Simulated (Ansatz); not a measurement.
Start from `[CH3][Y]([CH3])[CH3]` and change one atom or group to get `[CH3][Y]([CH3])[OH]`.

Ansatz, PBE0-D4/def2-TZVP geometries, multiplicity 1. Each molecule was computed in one conformer, which needn't be the lowest.

Elements past krypton have def2 core potentials.

| property | `[CH3][Y]([CH3])[CH3]` |
| --- | --- |
| HOMO energy (ωB97M-V/def2-TZVPP) / eV | -8.61 |
| HOMO–LUMO gap (B3LYP/def2-TZVPP) / eV | 4.04 |
| size of the dipole moment (ωB97M-V/def2-TZVPP) / D | 4.09 |
| LUMO energy (PBE/def2-TZVPP) / eV | -2.44 |
| HOMO–LUMO gap (PBE0/def2-TZVPP) / eV | 4.59 |
| LUMO energy (B3LYP/def2-TZVPP) / eV | -2.10 |

Give the same properties after the change, and the shifts. (Estimate.)

Ansatz gave: 
| property | `[CH3][Y]([CH3])[OH]` | shift |
| --- | --- | --- |
| HOMO energy (ωB97M-V/def2-TZVPP) / eV | -8.43 | 0.18 |
| HOMO–LUMO gap (B3LYP/def2-TZVPP) / eV | 3.96 | -0.08 |
| size of the dipole moment (ωB97M-V/def2-TZVPP) / D | 3.46 | -0.63 |
| LUMO energy (PBE/def2-TZVPP) / eV | -2.35 | 0.09 |
| HOMO–LUMO gap (PBE0/def2-TZVPP) / eV | 4.53 | -0.06 |
| LUMO energy (B3LYP/def2-TZVPP) / eV | -1.99 | 0.11 |

With PBE0 the HOMO rises by 0.17 eV and the LUMO rises by 0.10 eV, so the gap narrows by about 0.07 eV. PBE moves the HOMO by 0.18 eV and ωB97M-V by 0.18 eV. The zero-point energy changes by -54.5 kJ/mol with -6 modes. Dipoles are sizes alone; their direction can turn.

B3LYP here is the variant with VWN-RPA as its local correlation; programs differ in this.
